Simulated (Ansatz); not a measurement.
Stepwise reaction of `[OH][Sn][OH]` with hydrogen chloride, as a gas-phase model of exchange steps in deposition or etching. ΔE in kJ/mol; ΔG adds harmonic PBE0-D4 terms to CCSD(T)/CBS, at 1 bar.

Program: Ansatz. Geometries: PBE0-D4/def2-TZVP. ΔE: electronic, gas phase. CCSD(T)/CBS is the MP2 limit (def2-TZVPP, def2-QZVPP) plus CCSD(T) − MP2 in def2-TZVPP, frozen cores. This one scheme is used for every species. Functionals use def2-TZVPP. B3LYP here is the variant with VWN-RPA as its local correlation; programs differ in this. def2 core potentials past Kr. For Sn outer-core shells are correlated without core-valence functions, which leaves a few kJ/mol of doubt a bond. One conformer a species, not always the lowest.

```
step                                     reaction  PBE-D4  B3LYP-D4  ωB97M-V  CCSD(T)/CBS  ΔG(400 K)
   1  `[OH][Sn][OH]` + HCl → `[OH][Sn][Cl]` + H₂O   -60.7     -62.2    -59.3        -60.4      -56.8
```

Task: Give the row of step 2, `[OH][Sn][Cl]` + HCl → `[Cl][Sn][Cl]` + H₂O. (Estimate.)

Result: The calculation gave: 
```tsv
step	reaction	PBE-D4	B3LYP-D4	ωB97M-V	CCSD(T)/CBS	ΔG(400 K)
2	`[OH][Sn][Cl]` + HCl → `[Cl][Sn][Cl]` + H₂O	-69.1	-71.7	-68.9	-68.8	-62.2
```

Task: By hand: ΔE of the 2 steps together at CCSD(T)/CBS.

Result: (-60.4) + (-68.8) = -129.2 kJ/mol, or -64.6 kJ/mol a step.

In ΔE each step is lower than the one before. All are downhill at CCSD(T)/CBS. ΔG lies between -62.2 and -56.8 kJ/mol a step. PBE-D4 differs from CCSD(T)/CBS by -0.3 to -0.3 kJ/mol a step. Isolated molecules leave out the surface, adducts and barriers. Largest T1 diagnostic: 0.018.
